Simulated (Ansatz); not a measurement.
## Energy profile

The step: BHCl₂O ([OH][B]([Cl])[Cl]) + HCl → BCl₃ ([Cl][B]([Cl])[Cl]) + H₂O (still joined by a long B–O bond); bonds formed: B1–Cl6, O2–H5; bonds broken: H5–Cl6; bonds weakened to dative contacts: B1–O2 (atoms numbered as in the saddle structure below).

B1  (-0.179, 0.491, -0.267)
O2  (0.311, -0.085, 1.005)
Cl3  (0.704, 1.894, -0.837)
Cl4  (-1.929, 0.396, -0.499)
H5  (0.759, -0.987, 0.274)
Cl6  (0.758, -1.303, -1.219)
H7  (-0.424, -0.406, 1.543)
(Å)

Electronic energies by CCSD(T) at an estimated basis limit (MP2 extrapolated from triple and quadruple zeta, plus CCSD(T) − MP2 in triple zeta), on PBE0-D4/def2-TZVP structures; BH2Cl3O, singlet; no counterpoise correction. Program: Ansatz 0.2.0. Basis: def2-TZVPP and def2-QZVPP. Cores are frozen in the correlated methods. Extrapolation: Hartree–Fock as exp(−7.88 √X), correlation as X^−2.97.

Question: Give the profile in kcal/mol, counted from the separated reactants. (An estimate is asked for; the value comes from the calculation.)

Answer: By the calculation:
```tsv
point	kcal/mol
separated: BHCl2O (linked as [OH][B]([Cl])[Cl]; B1, O2, Cl3, Cl4, H7; singlet) + HCl (H5, Cl6; singlet)	0.00
start structure	-3.32
saddle	25.03
end structure	5.14
separated: BCl3 (linked as [Cl][B]([Cl])[Cl]; B1, Cl3, Cl4, Cl6; singlet) + H2O (O2, H5, H7; singlet)	12.66
```

No T1 diagnostic of these runs exceeds 0.012. The end structure is not quite a true minimum (one mode of 32i cm⁻¹).

Hydrogen chloride, the by-product of chloride precursors, can attack films and sites by steps of this kind.

For scale, one of the runs: CCSD(T)/def2-TZVPP, 216 basis functions (an equivalent command: `ansatz run in.yaml --threads 4`). Time: 87 s of wall clock on 4 CPU threads; the host was shared. Peak host memory: 3.1 GiB.
